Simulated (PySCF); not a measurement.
H3IS3Ti, multiplicity 1. Atoms are numbered in the order given.

```xyz
8

Ti    -0.5734    -0.3813     0.2715
I      1.4254     0.9121    -0.7008
S     -0.1143    -1.3696     2.2464
H      0.3043    -0.1663     2.7251
S     -1.2005    -2.0618    -1.1119
H     -2.4887    -1.8954    -0.7174
S     -2.3432     0.9682     0.7204
H     -2.2151     1.5196    -0.5169
```
Charge 0, spin multiplicity 1.

Geometry: B3LYP-D3(BJ)/def2-SVP. The multiplicity is an assumed one; other spin states were not compared. The def2 effective core potentials stand for the cores of I; spin–orbit coupling is left out. The values are those of a single conformer.

The numbers are results of PBE/def2-TZVP in PySCF, not measurements.

ESP charges are fitted to the potential on shells at 1.4 to 2.0 van der Waals radii. Atomic charges (e):

```csv
atom,Löwdin,Mulliken,ESP fit
Ti1,-1.05,0.61,[?]
I2,0.25,-0.21,[?]
S3,0.21,-0.31,[?]
H4,0.08,0.19,[?]
S5,0.19,-0.33,[?]
H6,0.08,0.20,[?]
S7,0.17,-0.33,[?]
H8,0.08,0.18,[?]
```

### Question
Some entries are withheld; supply them. (An estimate is asked for; the answer gives what the named calculation found.)

### Answer

- Ti1, ESP fit: 0.22
- I2, ESP fit: -0.09
- S3, ESP fit: -0.18
- H4, ESP fit: 0.16
- S5, ESP fit: -0.19
- H6, ESP fit: 0.16
- S7, ESP fit: -0.24
- H8, ESP fit: 0.16
